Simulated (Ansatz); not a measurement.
Program: Ansatz. Geometries: PBE0-D4/def2-TZVP. ΔE: electronic, gas phase. CCSD(T)/CBS is the MP2 limit (def2-TZVPP, def2-QZVPP) plus CCSD(T) − MP2 in def2-TZVPP, frozen cores. Functionals use def2-TZVPP. B3LYP here is the variant with VWN-RPA as its local correlation; programs differ in this. HSE06 is defined as in plane-wave codes. For Br, Se outer-core shells are correlated without core-valence functions, which leaves a few kJ/mol of doubt a bond. Scalar relativity is left out up to krypton. Each species was taken in one conformer, which may not be the lowest.

Consider the ligand exchange at the Si–O bond: `[SiH3]O[SiH2]Br` + H₂Se → `[SeH][SiH2]Br` + `O[SiH3]`.

```json
{"level": "LDA (SPW92)", "ΔE (kcal/mol)": "10.6", "difference from CCSD(T)/CBS": "-2.6"}
{"level": "PBE-D4", "ΔE (kcal/mol)": "9.6", "difference from CCSD(T)/CBS": "-3.6"}
{"level": "revPBE-D4", "ΔE (kcal/mol)": "9.7", "difference from CCSD(T)/CBS": "-3.5"}
{"level": "BLYP-D4", "ΔE (kcal/mol)": "13.5", "difference from CCSD(T)/CBS": "0.3"}
{"level": "r2SCAN-D4", "ΔE (kcal/mol)": "12.6", "difference from CCSD(T)/CBS": "-0.6"}
{"level": "B97M-V", "ΔE (kcal/mol)": "14.3", "difference from CCSD(T)/CBS": "1.1"}
{"level": "PBE0-D4", "ΔE (kcal/mol)": "10.8", "difference from CCSD(T)/CBS": "-2.4"}
{"level": "B3LYP-D4", "ΔE (kcal/mol)": "14.3", "difference from CCSD(T)/CBS": "1.1"}
{"level": "r2SCANh-D4", "ΔE (kcal/mol)": "12.8", "difference from CCSD(T)/CBS": "-0.4"}
{"level": "r2SCAN0-D4", "ΔE (kcal/mol)": "12.9", "difference from CCSD(T)/CBS": "-0.3"}
{"level": "HSE06-D4", "ΔE (kcal/mol)": "10.7", "difference from CCSD(T)/CBS": "-2.5"}
{"level": "BHLYP-D4", "ΔE (kcal/mol)": "15.9", "difference from CCSD(T)/CBS": "2.7"}
{"level": "CAM-B3LYP-D4", "ΔE (kcal/mol)": "15.8", "difference from CCSD(T)/CBS": "2.6"}
{"level": "ωB97X-V", "ΔE (kcal/mol)": "13.8", "difference from CCSD(T)/CBS": "0.6"}
{"level": "ωB97M-V", "ΔE (kcal/mol)": "13.6", "difference from CCSD(T)/CBS": "0.4"}
{"level": "B2PLYP", "ΔE (kcal/mol)": "14.0", "difference from CCSD(T)/CBS": "0.8"}
{"level": "PBE", "ΔE (kcal/mol)": "9.2", "difference from CCSD(T)/CBS": "-4.0"}
{"level": "revPBE", "ΔE (kcal/mol)": "8.7", "difference from CCSD(T)/CBS": "-4.5"}
{"level": "r2SCAN", "ΔE (kcal/mol)": "12.4", "difference from CCSD(T)/CBS": "-0.8"}
{"level": "B3LYP", "ΔE (kcal/mol)": "13.8", "difference from CCSD(T)/CBS": "0.6"}
{"level": "r2SCANh", "ΔE (kcal/mol)": "12.6", "difference from CCSD(T)/CBS": "-0.6"}
{"level": "r2SCAN0", "ΔE (kcal/mol)": "12.7", "difference from CCSD(T)/CBS": "-0.5"}
{"level": "HSE06", "ΔE (kcal/mol)": "10.4", "difference from CCSD(T)/CBS": "-2.8"}
{"level": "BHLYP", "ΔE (kcal/mol)": "15.7", "difference from CCSD(T)/CBS": "2.5"}
{"level": "CAM-B3LYP", "ΔE (kcal/mol)": "15.5", "difference from CCSD(T)/CBS": "2.3"}
{"level": "LC-ωPBE", "ΔE (kcal/mol)": "12.5", "difference from CCSD(T)/CBS": "-0.7"}
{"level": "RPA@PBE/def2-TZVPP", "ΔE (kcal/mol)": "14.8", "difference from CCSD(T)/CBS": "1.6"}
{"level": "HF/def2-SVP", "ΔE (kcal/mol)": "17.2", "difference from CCSD(T)/CBS": "4.0"}
{"level": "MP2/def2-SVP", "ΔE (kcal/mol)": "13.9", "difference from CCSD(T)/CBS": "0.7"}
{"level": "CCSD/def2-SVP", "ΔE (kcal/mol)": "15.1", "difference from CCSD(T)/CBS": "1.9"}
{"level": "CCSD(T)/def2-SVP", "ΔE (kcal/mol)": "14.6", "difference from CCSD(T)/CBS": "1.4"}
{"level": "SCS-MP2/def2-TZVPP", "ΔE (kcal/mol)": "14.6", "difference from CCSD(T)/CBS": "1.4"}
{"level": "CCSD/def2-TZVPP", "ΔE (kcal/mol)": "14.9", "difference from CCSD(T)/CBS": "1.7"}
{"level": "CCSD(T)/def2-TZVPP", "ΔE (kcal/mol)": "14.2", "difference from CCSD(T)/CBS": "1.0"}
{"level": "HF/def2-QZVPP", "ΔE (kcal/mol)": "18.5", "difference from CCSD(T)/CBS": "5.3"}
{"level": "MP2/def2-QZVPP", "ΔE (kcal/mol)": "12.8", "difference from CCSD(T)/CBS": "-0.4"}
{"level": "SCS-MP2/def2-QZVPP", "ΔE (kcal/mol)": "14.3", "difference from CCSD(T)/CBS": "1.1"}
{"level": "HF/CBS(def2)", "ΔE (kcal/mol)": "18.6", "difference from CCSD(T)/CBS": "5.4"}
{"level": "MP2/CBS(def2)", "ΔE (kcal/mol)": "12.2", "difference from CCSD(T)/CBS": "-1.0"}
{"level": "CCSD/CBS(def2)", "ΔE (kcal/mol)": "13.9", "difference from CCSD(T)/CBS": "0.7"}
{"level": "CCSD(T)/CBS", "ΔE (kcal/mol)": "13.2", "difference from CCSD(T)/CBS": "0"}
```

Largest T1 diagnostic among the species: 0.011.

Leaving LDA and LC-ωPBE aside and taking each functional with its dispersion term where it has one, the values spread over 6.3 kcal/mol, from PBE-D4 to BHLYP-D4. LDA lies +1.4 kcal/mol from PBE without D4. In def2-TZVPP, CCSD(T) changes the Hartree–Fock value by −3.8 kcal/mol (the triples alone add −0.7 kcal/mol) and MP2 by −4.7 kcal/mol. At CCSD(T), def2-SVP lies +1.4 kcal/mol from the extrapolated value and def2-TZVPP +1.0 kcal/mol.
